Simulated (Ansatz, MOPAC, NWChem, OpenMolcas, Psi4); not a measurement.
**A ladder of methods for GeSiH3ClO (SMILES Cl[SiH]1[O][GeH2]1)**

GeSiH3ClO, singlet, SMILES `Cl[SiH]1[O][GeH2]1`. Each level relaxes the structure for itself.

Quantity: the zero-point energy at each level's own minimum, in kJ/mol. The values are calculated.

```json
{"level": "AM1", "kind": "semi-empirical", "program": "MOPAC", "value (kJ/mol)": "70.4"}
{"level": "MNDO", "kind": "semi-empirical", "program": "MOPAC", "value (kJ/mol)": "79.1"}
{"level": "PM7", "kind": "semi-empirical", "program": "MOPAC", "value (kJ/mol)": "76.1"}
{"level": "HF/3-21G", "kind": "Hartree–Fock", "program": "OpenMolcas", "value (kJ/mol)": "83.0"}
{"level": "HF/6-31G* (Cartesian functions)", "kind": "Hartree–Fock", "program": "OpenMolcas", "value (kJ/mol)": "85.3"}
{"level": "PBE0-D3(BJ)/def2-SVP", "kind": "global hybrid", "program": "NWChem", "value (kJ/mol)": "79.5"}
{"level": "PBE0-D4/def2-TZVP", "kind": "global hybrid", "program": "Ansatz", "value (kJ/mol)": "79.4"}
{"level": "MP2/def2-SVP (density fitting, density fitting for correlation)", "kind": "perturbation theory", "program": "Psi4", "value (kJ/mol)": "81.9"}
```

All-electron rows without a relativistic Hamiltonian named are non-relativistic. Harmonic and unscaled. The values span 70.4 to 85.3 kJ/mol. In the correlated wave-function rows the outer d shell of Ge is correlated, in sets not made for it.
